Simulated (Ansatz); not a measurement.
**Which is lower?**

The two ends of one reaction step of SiNH4Cl3, closed shell (PBE0-D4/def2-TZVP).

A:

```xyz
9
angstrom
Si 0.0435 1.1221 -0.1122
H -1.6646 -2.6910 -0.0048
Cl -0.7975 0.9129 -1.9484
Cl -1.3740 1.2637 1.3346
Cl 1.0672 2.8890 -0.1213
H -1.1253 -2.1749 0.0348
N 0.9730 -0.2492 0.1975
H 1.2948 -0.4485 1.1309
H 1.5830 -0.6239 -0.5110
```

B:

Si1  (-0.762, 0.535, 0.145)
H2  (-1.170, -0.556, 1.047)
Cl3  (-0.948, 0.277, -1.903)
Cl4  (-2.449, 1.750, 0.446)
Cl5  (0.685, 1.879, 0.772)
H6  (0.648, -1.707, -0.459)
N7  (0.952, -0.809, -0.097)
H8  (1.416, -0.952, 0.794)
H9  (1.627, -0.418, -0.746)
(Å)

Computed with Ansatz 0.2.0 (basis: def2-TZVPP); correlated methods freeze the cores. B3LYP uses VWN-RPA correlation.

Question: Which structure is lower at CCSD(T), and by how much? (To be estimated.)

Answer: By the calculation: A, by 8.09 kcal/mol (electronic energy, against the other). By their contacts, A is a complex of SiNH₂Cl₃ ([NH2][Si]([Cl])([Cl])[Cl]) + H₂ and B is SiNH₄Cl₃ ([NH3][SiH]([Cl])([Cl])[Cl]).

All methods give the same order:

```tsv
method	E(B) − E(A) (kcal/mol)
SPW92	1.38
PBE-D4	6.14
BLYP-D4	9.53
r2SCAN-D4	7.88
B97M-V	8.28
PBE0-D4	6.26
B3LYP-D4	9.26
r2SCAN0-D4	7.57
BHLYP-D4	9.27
CAM-B3LYP-D4	8.85
wB97X-V	7.60
wB97M-V	7.53
B2PLYP	9.17
PBE-QIDH	6.95
RPA on PBE	7.96
HF	12.69
MP2	8.82
CCSD	8.43
CCSD(T)	8.09
```

No T1 diagnostic of these runs exceeds 0.009.

Labels in which every atom is bracketed show which atoms are joined, not bond orders.

For scale, one of the runs: CCSD(T)/def2-TZVPP, 255 basis functions, launched by `ansatz run in.yaml --threads 8 --pin off --events-out ev --progress --plain --max-ram 19148MiB`. Time: 110 s of wall clock on 8 CPU threads of an Intel Xeon; the host was shared. Peak host memory: 5.2 GiB.
